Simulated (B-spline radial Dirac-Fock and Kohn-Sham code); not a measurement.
Relativistic shifts of the levels of Ho²⁹⁺

System: the Ho²⁹⁺ ion in the configuration 1s2 2s2 2p6 3s2 3p6 3d10 4s2 4p6 4d2.

Both columns are ΔSCF binding energies of the configuration average from a radial B-spline solver: non-relativistic Hartree-Fock with a point nucleus, and Dirac-Fock with a finite nucleus and the Coulomb interaction alone, averaged over the two j levels with weights 2j+1.

```tsv
shell	Hartree-Fock (eV)	Dirac-Fock (eV)	shift (eV)	shift (%)
1s	53291.0	56943.5	+3652.50	+6.85
2s	9557.6	10508.9	+951.33	+9.95
2p	9146.4	9454.8	+308.45	+3.37
3s	2954.2	3187.4	+233.19	+7.89
3p	2770.2	2855.3	+85.14	+3.07
3d	2432.1	2418.1	-13.96	-0.57
4s	1285.4	1356.7	+71.28	+5.55
4p	1201.4	1228.4	+27.03	+2.25
4d	1071.0	1069.4	-1.57	-0.15
```

Relativity binds 1s, 2s, 2p, 3s, 3p, 4s, 4p more strongly, among those listed most of all 2s in relative terms, and 3d, 4d more weakly, because the contracted s and p shells screen the nucleus better.

Values without a named source are computed, but for edge energies of neutral atoms, which are taken from tables.
